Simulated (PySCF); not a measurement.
Worked example: oscillator strength and radiative lifetime

Al(F)(OH)(SMe) (CH4AlFOS), SMILES [S](C)[Al]([OH])[F].

Geometry: PBE-D3(BJ)/def2-SVP. Other conformers were not sampled.

TDDFT-M06-2X/def2-SVPD (PySCF) puts the first singlet state with f over 0.02 at 5.24 eV (vertical), with the transition dipole (0.000, 0.000, -0.469) in atomic units.

Q: Find the oscillator strength, the wavelength and the radiative lifetime that this transition would have in vacuum if emission retraced absorption.

A: 
|μ|² = 0.2200 au, so |μ| = 1.19 D. ΔE = 5.24/27.211 = 0.1926 hartree. f = (2/3) ΔE |μ|² = 0.028 (the program prints 0.028).
λ = 1239.84/5.24 = 237 nm; ν = 42263 cm⁻¹.
Einstein's coefficient A = 0.6670 ν² f s⁻¹ (ν in cm⁻¹) = 3.4e7 s⁻¹, so τ = 1/A = 30 ns. This state is S1. The figure is the radiative limit of this one transition; relaxation, internal conversion, crossing to triplets and a medium change what is measured.
